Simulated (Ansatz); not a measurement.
Ansatz (an electronic-structure program) input file for Si(H)(F)(Cl)(Et) (C₂H₆ClFSi), SMILES C([SiH](F)Cl)C, PBE0/def2-SVPD. The structure is a stationary point at PBE0-D3(BJ)/def2-SVP. This is a generated structure with no PubChem entry under its InChIKey; it may be hypothetical. The values are those of a single conformer.

Ansatz 0.2 input:
```yaml
crystal:
  periodic: [false, false, false]
  atoms:
    - {symbol: Si, position_ang: [0.51654318, -0.38147784, -0.41964526]}
    - {symbol: F, position_ang: [1.25256871, -1.01976109, 0.87806701]}
    - {symbol: Cl, position_ang: [0.57961979, 1.66804560, -0.20294593]}
    - {symbol: C, position_ang: [-1.24910612, -0.95416060, -0.46601609]}
    - {symbol: C, position_ang: [-2.06830313, -0.56333486, 0.76167949]}
    - {symbol: H, position_ang: [1.31308859, -0.75266419, -1.61479054]}
    - {symbol: H, position_ang: [-1.69910298, -0.54909508, -1.38972716]}
    - {symbol: H, position_ang: [-1.22707216, -2.05110953, -0.59654885]}
    - {symbol: H, position_ang: [-2.09795768, 0.52959389, 0.88727641]}
    - {symbol: H, position_ang: [-3.10580237, -0.92081590, 0.68206978]}
    - {symbol: H, position_ang: [-1.63695726, -0.98917212, 1.68025147]}
basis:
  gaussian:
    orbitals: def2-SVPD
hamiltonian:
  xc: {name: PBE0}
```

Log of the run:

```
WARN ansatz: RAYON_NUM_THREADS=1 ignored (pool sized by the plan → 1); use --threads N
Functional definition: PBE0
integrals: 0.10 GiB planned
1438 factors; their error is unknown
mean field: 0.86 GiB planned
mean field evaluation 1: about -25263.9418 eV, gradient 5.3e1 eV
mean field evaluation 2: about -25259.8914 eV, gradient 6.9e1 eV
mean field evaluation 4: about -25270.1126 eV, gradient 3.0e0 eV
mean field evaluation 8: about -25270.1292 eV, gradient 3.2e-2 eV
mean field evaluation 16: about -25270.2747 eV, gradient 3.5e-5 eV
mean field -25270.27472955 eV, -928.6654675034 hartree, gradient 3.5e-5 eV, S^2 0.000000; 0 other end points of the search recorded, 0 dependent functions left out
reference -25270.27476936 eV, -928.6654689667 hartree; 29, 29 occupied and 133, 133 virtual orbitals, 1438 factors
Total energy: -25270.27476936 eV, -928.6654689667 hartree
```

The calculation finished and met its thresholds.

Cost: about 9 core-seconds (a rough figure).
